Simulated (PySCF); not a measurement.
# Computed records: CH₄BClO, B₂H₄NSi, Al₂H₃O

All values are calculated (PySCF 2.14.0). Calculation on a computer-drawn molecule: the log of a Hartree-Fock and frozen-core CCSD(T) single point meant for a local Hartree-Fock minimum, with one planted fault or none, to be diagnosed. Offsets are logged minus clean, where the clean run is the same molecule without the fault. The reference is restricted for singlets and unrestricted otherwise, and also for a bond in bohr or an excited solution. Adding or removing an electron swaps singlet and doublet. The excited solution moves the top pair (singlet) or top alpha electron (doublet) to the lowest empty orbital. Highest occupied and lowest empty are orbital energies over both spins, largest force is the largest gradient component, triples share is (T) over the correlation energy, the T1 limit is 0.02 restricted and 0.045 unrestricted, electrons count all cores, a negative frequency is imaginary (commonest isotopes), and the dipole is about the centre of nuclear charge.

Common to all runs: meant multiplicity 1; logged SCF converged yes; logged CC converged yes; logged SCF stable within its kind yes; possible faults no fault, one electron removed, one electron added, multiplicity raised by two, geometry at a saddle point, SCF held on an excited solution, minimal basis STO-3G, one bond length entered in bohr, all coordinates scaled.

(1) 
```xyz
8
formula=CH4BClO meant_charge=0 meant_basis=cc-pV(D+d)Z logged_electrons=40 logged_basis_functions=28 logged_spin_squared=0 logged_highest_occupied=-9.8856 logged_lowest_empty=5.9864 logged_largest_force=0.071984 logged_T1_diagnostic=0.010738 logged_D1_diagnostic=0.04623 logged_triples_share=0.015452 logged_dipole_magnitude=3.2931 logged_energy_HF=-592.54316 logged_energy_CCSD(T)=-592.70817 planted_fault=minimal_basis_STO-3G HF_energy_offset_from_clean_run=4229 CCSD(T)_energy_offset_from_clean_run=4503
O      0.3352    -1.3436     0.4222
C      0.6058    -0.6822    -0.7793
B      0.6335    -1.6248    -2.0335
Cl     0.3587    -3.3565    -1.9413
H      0.3375    -0.7193     1.1312
H     -0.1349     0.1046    -0.9944
H      1.5781    -0.1642    -0.7566
H      0.8517    -1.1585    -3.1117
```

Units: logged_highest_occupied, logged_lowest_empty in eV; logged_largest_force in hartree/bohr; logged_dipole_magnitude in debye; logged_energy_HF, logged_energy_CCSD(T) in hartree; HF_energy_offset_from_clean_run, CCSD(T)_energy_offset_from_clean_run in kcal/mol.

Drawn bonds:
```csv
atom,other atom,order
1,2,1
2,3,1
3,4,1
1,5,1
2,6,1
2,7,1
3,8,1
```

(2) 
```xyz
8
formula=B2H4NSi meant_charge=1 meant_basis=cc-pV(D+d)Z logged_electrons=34 logged_basis_functions=85 logged_spin_squared=0 logged_highest_occupied=-16.193 logged_lowest_empty=-6.3256 logged_largest_force=1.888e-05 logged_lowest_frequency=120.37 logged_T1_diagnostic=0.028097 logged_D1_diagnostic=0.080521 logged_triples_share=0.040678 logged_dipole_magnitude=10.841 logged_energy_HF=-394.77257 logged_energy_CCSD(T)=-395.22612 planted_fault=no_fault HF_energy_offset_from_clean_run=0 CCSD(T)_energy_offset_from_clean_run=0
B      1.8986     1.9798    -0.1151
B      1.5154     0.3835    -0.2165
N      1.2303    -0.8048    -0.2918
Si     0.8153    -2.5399    -0.4016
H      2.1726     3.1206    -0.0428
H      0.2053    -2.8872     0.8878
H     -0.1211    -2.6564    -1.5262
H      2.0837    -3.2396    -0.6400
```

Units: logged_highest_occupied, logged_lowest_empty in eV; logged_largest_force in hartree/bohr; logged_lowest_frequency in cm⁻¹; logged_dipole_magnitude in debye; logged_energy_HF, logged_energy_CCSD(T) in hartree; HF_energy_offset_from_clean_run, CCSD(T)_energy_offset_from_clean_run in kcal/mol.

Drawn bonds:
```csv
atom,other atom,order
1,2,1
2,3,2
3,4,1
1,5,1
4,6,1
4,7,1
4,8,1
```

Notes: T1 above single-reference limit.

(3) 
```xyz
6
formula=Al2H3O meant_charge=-1 meant_basis=aug-cc-pV(D+d)Z logged_electrons=38 logged_basis_functions=114 logged_spin_squared=0.6871 logged_highest_occupied=-3.1821 logged_lowest_empty=2.935 logged_largest_force=0.0085986 logged_T1_diagnostic=0.077157 logged_D1_diagnostic=0.33283 logged_triples_share=0.042889 logged_dipole_magnitude=4.1074 logged_energy_HF=-560.38202 logged_energy_CCSD(T)=-560.79192 planted_fault=one_bond_length_entered_in_bohr,row_5_of_the_drawn_bonds HF_energy_offset_from_clean_run=54.06 CCSD(T)_energy_offset_from_clean_run=53.49
O      2.2269    -0.9576     0.9652
Al     1.1646    -0.5270    -0.1798
Al     1.0395     2.0704    -0.7314
H      0.1641    -1.4888    -1.0341
H      0.1236     3.1813     0.0207
H      2.7761     3.6078    -2.7422
```

Units: logged_highest_occupied, logged_lowest_empty in eV; logged_largest_force in hartree/bohr; logged_dipole_magnitude in debye; logged_energy_HF, logged_energy_CCSD(T) in hartree; HF_energy_offset_from_clean_run, CCSD(T)_energy_offset_from_clean_run in kcal/mol.

Drawn bonds:
```csv
atom,other atom,order
1,2,1
2,3,1
2,4,1
3,5,1
3,6,1
```

Notes: T1 above single-reference limit.
